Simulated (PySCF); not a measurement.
# Ga: excitation energy

Ga [Ar] 3d10 4s2 4p1 (2P) → Ga [Ar] 3d10 4s2 5s1 (2S), as a difference of total energies. Computed with PySCF 2.14 in x2c-TZVPPall with one added diffuse shell each of s, p, d type (7s6p5d1f, 57 functions), with the spin-free X2C one-electron Hamiltonian (Gaussian nucleus). Correlated levels: valence: [Ar] 3d10 frozen. The calculations carry no spin-orbit coupling.

```tsv
method	excitation energy (eV)	error (eV)
UHF	3.001	-0.004
MP2 (valence)	3.047	+0.042
SCS-MP2 (valence)	3.049	+0.044
CCSD (valence)	3.081	+0.076
CCSD(T) (valence)	3.085	+0.080
CCSDT (valence)	3.084	+0.079
```

Reference: 3.005 eV (measured; NIST levels, between the centres of gravity of the two terms).

Errors of the correlated levels include the incompleteness of this basis and the frozen core.

The promoted electron is Rydberg-like, and one or two diffuse shells describe it only roughly, which tends to raise the upper state.
